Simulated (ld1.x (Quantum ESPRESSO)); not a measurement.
## Before and after: TM potential for S (Z = 16)

sulfur, norm-conserving Troullier–Martins (Kleinman–Bylander form), made with ld1.x (Quantum ESPRESSO) 7.5 (LDA (PZ), scalar-relativistic). Core [Ne], reference 3s2 3p4. Waves: 3s (bound): rc 1.05 bohr; 3d channel at 0.45 Ry: rc 1.15 bohr; 3p (bound): rc 1.05 bohr. Local part: the p channel. Core correction: a·sin(br)/r model core, default radius (core density twice the valence density).

Change: functional PBE.

Cutoffs: the cutoffs (Ry, on a coarse ladder) from which the occupation-weighted sum of valence levels, in a spherical-Bessel basis at the reference potential, stays within 10 and 1 mRy of its value at 400 Ry; they do not see the model core or the augmentation charge, which bear on the density cutoff. Errors are all-electron minus pseudo energies relative to the spin-unpolarised reference configuration.

**Question.** Predict the effect on cutoff, ghosts and configuration errors.

**Answer.** The potential gets neither clearly harder nor softer (110 Ry and 230 Ry → 110 Ry and 230 Ry); the number of tests with a reliable result goes from 9 to 7; the errors of the 7 common tests hardly move; neither file shows a bound ghost.

| quantity | base | changed |
| --- | --- | --- |
| cutoff, loose | 110 Ry | 110 Ry |
| cutoff, tight | 230 Ry | 230 Ry |
| bound ghosts | none | none |
| error for 3s2 3p3, meV [ΔE 11.86 → 11.77 eV] | +6.1 | +5.9 |
| error for 3s2 3p2, meV [ΔE 34.24 → 34.05 eV] | +37 | +35 |
| error for 3s2 3p1, meV [ΔE 68.39 → 68.09 eV] | +108 | +105 |
| error for 3s2 3p0, meV [ΔE 115.38 → 114.89 eV] | +220 | +216 |
| error for 3s1 3p4, meV [ΔE 22.66 → 22.65 eV] | +13 | +13 |
| error for 3s2 3p3.5, meV [ΔE 4.71 → 4.66 eV] | +1.1 | +1.1 |
| error for 3s1 3p5, meV [ΔE 10.24 → 10.31 eV] | +1.7 | +1.6 |
| s: phases at 1.25 bohr within 0.05 rad from the reference energy up to (Ry; the scan ends near 5) | 0.3 | 0.4 |
| p: phases at 1.25 bohr within 0.05 rad from the reference energy up to (Ry; the scan ends near 5) | 1.1 | 1.1 |
| d: phases at 1.25 bohr within 0.05 rad from the reference energy up to (Ry; the scan ends near 5) | to the end of the scan | to the end of the scan |
